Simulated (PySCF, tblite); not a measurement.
Species: C5H10FPSi.
Geometry (GFN2-xTB, Å), atoms numbered from 1 in this order:
```
atom  x, y, z in Å
C1     2.9569    0.9993    0.1605
C2     1.6920    0.6227   -0.0030
C3     1.1660    0.1409   -1.2536
C4    -0.0940   -0.2724   -1.4132
F5    -0.4546   -0.6922   -2.6576
Si6   -1.5230   -0.3983   -0.1626
C7    -1.2092   -1.8331    1.0485
P8    -1.6215    1.4893    1.0656
H9     3.6676    0.9524   -0.6488
H10    3.3259    1.3631    1.1034
H11    0.9937    0.6780    0.8242
H12    1.8430    0.1235   -2.0996
H13   -2.7114   -0.6527   -0.9922
H14   -1.1639   -2.7852    0.5300
H15   -0.2715   -1.6991    1.5810
H16   -2.0014   -1.8931    1.7888
H17   -3.0024    1.5158    1.1383
H18   -1.6010    2.3476   -0.0213
```

Jobs on this species (18 atoms, 78 electrons) with PySCF (density fitting) and tblite. Hardware of each: one thread, Arm Neoverse V1 (aarch64), no GPU, shared host. Times come from a shared host and carry two figures at best.

Task: Rank these jobs by wall time, shortest first.
A. PBE0/pcSseg-1; shieldings, charges and field gradients; 200 basis functions
B. GFN2-xTB; Hessian by finite differences
C. GFN2-xTB; L-BFGS relaxation

Result: B (0.81 s), C (1.4 s), A (40 s).

All jobs:

| level and settings | work | basis functions | SCF cycles | wall time |
| --- | --- | --- | --- | --- |
| GFN2-xTB | Hessian by finite differences | – | – | 0.81 s |
| GFN2-xTB | L-BFGS relaxation | – | – | 1.4 s |
| PBE0/pcSseg-1 | shieldings, charges and field gradients | 200 | 14 | 40 s |

Task: What do all jobs in the table cost together?

Result: About 42 s; the longest takes about 95 % of that, and about 49 times as long as the shortest.
